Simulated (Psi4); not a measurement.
HCl₂Ga, singlet, at a GFN2-xTB geometry (such geometries of metal compounds can be far from the true shape), atoms displaced at random by about 0.08 Å a coordinate; HF/cc-pVDZ, gradient (Psi4).

Psi4 was given this input:
```
memory 2 GB

molecule mol {
0 1
  Ga   -0.316427   -0.430649    0.166180
  H    -1.173862   -1.429998    0.444018
  Cl    1.599634   -0.264420    1.007544
  Cl   -0.984456    1.010584   -1.336753
symmetry c1
no_reorient
no_com
}

set basis cc-pvdz
set reference rhf

gradient('scf')
print_variables()
```

Output, abridged:

```
gradient() will perform analytic gradient computation.

   => Loading Basis Set <=

    Name: CC-PVDZ
    Role: ORBITAL
    Keyword: BASIS

         ---------------------------------------------------------
                                   SCF
               by Justin Turney, Rob Parrish, Andy Simmonett
                          and Daniel G. A. Smith
                              RHF Reference
         ---------------------------------------------------------

  ==> Geometry <==

    Molecular point group: c1
    Full point group: C1

    Geometry (in Angstrom), charge = 0, multiplicity = 1:

       Center              X                  Y                   Z               Mass
    ------------   -----------------  -----------------  -----------------  -----------------
         GA          -0.316427000000    -0.430649000000     0.166180000000    68.925573500000
         H           -1.173862000000    -1.429998000000     0.444018000000     1.007825032230
         CL           1.599634000000    -0.264420000000     1.007544000000    34.968852682000
         CL          -0.984456000000     1.010584000000    -1.336753000000    34.968852682000

  Running in c1 symmetry.

  Rotational constants: A =      0.38871  B =      0.06983  C =      0.05921 [cm^-1]
  Rotational constants: A =  11653.26022  B =   2093.40170  C =   1775.05020 [MHz]
  Nuclear repulsion =  319.641959831317763

  Charge       = 0
  Multiplicity = 1
  Electrons    = 66
  Nalpha       = 33
  Nbeta        = 33

  ==> Algorithm <==

  SCF Algorithm Type is DF.
  DIIS enabled.
  MOM disabled.
  Fractional occupation disabled.
  Guess Type is SAD.
  Energy threshold   = 1.00e-08
  Density threshold  = 1.00e-08
  Integral threshold = 1.00e-12

  ==> Primary Basis <==

  Basis Set: CC-PVDZ
    Blend: CC-PVDZ
    Number of shells: 30
    Number of basis functions: 68
    Number of Cartesian functions: 72
    Spherical Harmonics?: true
    Max angular momentum: 2

   => Loading Basis Set <=

    Name: (CC-PVDZ AUX)
    Role: JKFIT
    Keyword: DF_BASIS_SCF

  ==> Integral Setup <==

  SCF_SUBTYPE=INCORE selected. In-core MEM_DF algorithm will be used.
  Using in-core AOs.

  ==> MemDFJK: Density-Fitted J/K Matrices <==

    J tasked:                   Yes
    K tasked:                   Yes
    wK tasked:                   No
    Algorithm:                 Core
    Schwarz Cutoff:           1E-12
    Mask sparsity (%):       0.0000
    Fitting Condition:        1E-10

   => Auxiliary Basis Set <=

  Basis Set: (CC-PVDZ AUX)
    Blend: CC-PVDZ-JKFIT
    Number of shells: 128
    Number of basis functions: 418
    Number of Cartesian functions: 494
    Spherical Harmonics?: true
    Max angular momentum: 3

  Minimum eigenvalue in the overlap matrix is 2.0743524525E-02.
  Reciprocal condition number of the overlap matrix is 6.1821894707E-03.
    Using symmetric orthogonalization.

  ==> Pre-Iterations <==

  SCF Guess: Superposition of Atomic Densities via on-the-fly atomic UHF (no occupation information).

   -------------------------
    Irrep   Nso     Nmo
   -------------------------
     A         68      68
   -------------------------
    Total      68      68
   -------------------------

  ==> Iterations <==

                           Total Energy        Delta E     RMS |[F,P]|

   @DF-RHF iter SAD: -2838.15181735027045   -2.83815e+03   0.00000e+00
   @DF-RHF iter   1: -2841.82150313053489   -3.66969e+00   1.51332e-02 ADIIS/DIIS
   @DF-RHF iter   2: -2842.33901872106162   -5.17516e-01   6.50717e-03 ADIIS/DIIS
   @DF-RHF iter   3: -2842.42332066028712   -8.43019e-02   6.26874e-04 ADIIS/DIIS
   @DF-RHF iter   4: -2842.42501192489954   -1.69126e-03   1.46930e-04 ADIIS/DIIS
   @DF-RHF iter   5: -2842.42512263070466   -1.10706e-04   3.08778e-05 DIIS
   @DF-RHF iter   6: -2842.42512994895196   -7.31825e-06   7.67508e-06 DIIS
   @DF-RHF iter   7: -2842.42513037664548   -4.27694e-07   1.62988e-06 DIIS
[...]
  Energy and wave function converged.

  ==> Post-Iterations <==

    Orbital Energies [Eh]
    ---------------------

    Doubly Occupied:

[...]
    Virtual:

[...]
    Final Occupation by Irrep:
              A
    DOCC [    33 ]
    NA   [    33 ]
    NB   [    33 ]

  @DF-RHF Final Energy: -2842.42513039537289

   => Energetics <=

    Nuclear Repulsion Energy =            319.6419598313177630
    One-Electron Energy =               -4591.4064845355769648
    Two-Electron Energy =                1429.3393943088867672
    Total Energy =                      -2842.4251303953724346

Computation Completed

Properties will be evaluated at   0.000000,   0.000000,   0.000000 [a0]

Properties computed using the SCF density matrix

 Multipole Moments:

 ------------------------------------------------------------------------------------
     Multipole            Electronic (a.u.)      Nuclear  (a.u.)        Total (a.u.)
 ------------------------------------------------------------------------------------

 L = 1.  Multiply by 2.5417464519 to convert [e a0] to [Debye]
 Dipole X            :          0.6514746           -0.9922442           -0.3407695
 Dipole Y            :          3.2920748           -3.9595980           -0.6675231
 Dipole Z            :          0.4144888           -0.0018047            0.4126841
 Magnitude           :                                                    0.8555812

 ------------------------------------------------------------------------------------

         ------------------------------------------------------------
                                   SCF GRAD
                          Rob Parrish, Justin Turney,
                       Andy Simmonett, and Alex Sokolov
         ------------------------------------------------------------

  ==> Geometry <==

    Molecular point group: c1
    Full point group: C1

    Geometry (in Angstrom), charge = 0, multiplicity = 1:

       Center              X                  Y                   Z               Mass
    ------------   -----------------  -----------------  -----------------  -----------------
         GA          -0.316427000000    -0.430649000000     0.166180000000    68.925573500000
         H           -1.173862000000    -1.429998000000     0.444018000000     1.007825032230
         CL           1.599634000000    -0.264420000000     1.007544000000    34.968852682000
         CL          -0.984456000000     1.010584000000    -1.336753000000    34.968852682000

  Nuclear repulsion =  319.641959831317763

  ==> Basis Set <==

  Basis Set: CC-PVDZ
    Blend: CC-PVDZ
    Number of shells: 30
    Number of basis functions: 68
    Number of Cartesian functions: 72
    Spherical Harmonics?: true
    Max angular momentum: 2

  ==> DFJKGrad: Density-Fitted SCF Gradients <==

    Gradient:                    1
    J tasked:                  Yes
    K tasked:                  Yes
    wK tasked:                  No
    Integrals threads:           1
    Schwarz Cutoff:          1E-12
    Fitting Condition:       1E-10

   => Auxiliary Basis Set <=

  Basis Set: (CC-PVDZ AUX)
    Blend: CC-PVDZ-JKFIT
    Number of shells: 128
    Number of basis functions: 418
    Number of Cartesian functions: 494
    Spherical Harmonics?: true
    Max angular momentum: 3

  -Total Gradient:
     Atom            X                  Y                   Z
    ------   -----------------  -----------------  -----------------
       1       -0.036307727794    -0.067037427543     0.033465361007
       2        0.057382572810     0.068218183224    -0.021386366442
       3       -0.015144454075    -0.004142991240    -0.005530959850
       4       -0.005930390955     0.002962235584    -0.006548034686

  Variable Map:
  ----------------------------------------------------------------------------
[...]
  Array Variable Map:
  ----------------------------------------------------------------------------
[...]
[...]
```
